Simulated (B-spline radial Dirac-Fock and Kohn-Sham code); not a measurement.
**The L3 (2p3/2) hole of tungsten ions: width and yield against charge**

Method: a relativistic independent-particle model: LDA orbitals of the hole state, radiative multipoles to third order, Auger rates from the Coulomb interaction with a continuum orbital, Dirac-Fock energies. Computed with a radial B-spline solver. Tabulated ground configurations, configuration averages; single configurations, so decays that open only by mixing (as 1s 2s² with 1s 2p² in Be-like ions) are missing and such tiny yields are far too low.

```csv
ion,configuration,radiative (eV),non-radiative (eV),yield
W,[Xe] 4f14 5d4 6s2,1.25,3.56,0.260
W⁺,[Xe] 4f14 5d4 6s1,1.25,3.56,0.260
W²⁺,[Xe] 4f14 5d4,1.25,3.56,0.260
W³⁺,[Xe] 4f14 5d3,1.25,3.56,0.260
W⁴⁺,[Xe] 4f14 5d2,1.25,3.56,0.260
W⁵⁺,[Xe] 4f14 5d1,1.25,3.56,0.260
W⁶⁺,[Xe] 4f14,1.25,3.55,0.259
W⁷⁺,[Xe] 4f13,1.25,3.57,0.259
```
